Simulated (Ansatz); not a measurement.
Mulliken charges of `FC(Cl)CBr` from r2SCAN/def2-TZVPP in Ansatz (PBE0-D4/def2-TZVP geometry).

| atom | x (Å) | y (Å) | z (Å) | charge (e) |
| --- | --- | --- | --- | --- |
| F1 | -0.510 | 0.152 | 1.650 | -0.183 |
| C2 | 0.385 | 0.042 | 0.640 | 0.232 |
| Cl3 | 1.371 | -1.418 | 0.903 | -0.137 |
| C4 | -0.314 | -0.094 | -0.684 | -0.065 |
| Br5 | -1.272 | 1.533 | -1.115 | -0.120 |
| H6 | 1.062 | 0.895 | 0.677 | 0.073 |
| H7 | 0.408 | -0.262 | -1.478 | 0.099 |
| H8 | -1.038 | -0.906 | -0.649 | 0.102 |

Problem. By hand: the dipole of these point charges (1 e Å = 4.8032 D).

Solution. Σ q r = (0.180, -0.055, -0.262) e Å, of length 0.323 e Å = 1.55 D.

Problem. How does the dipole of the full density compare? (An estimate is asked.)

Solution. Computed: (0.163, -0.058, -0.222) e Å, 1.35 D; the point charges give 1.15 times that, at 3° from its direction.

Point charges leave out the atoms' own dipoles, such as those of lone pairs, and Mulliken's split depends on the basis, so the close match here is no proof of good charges.
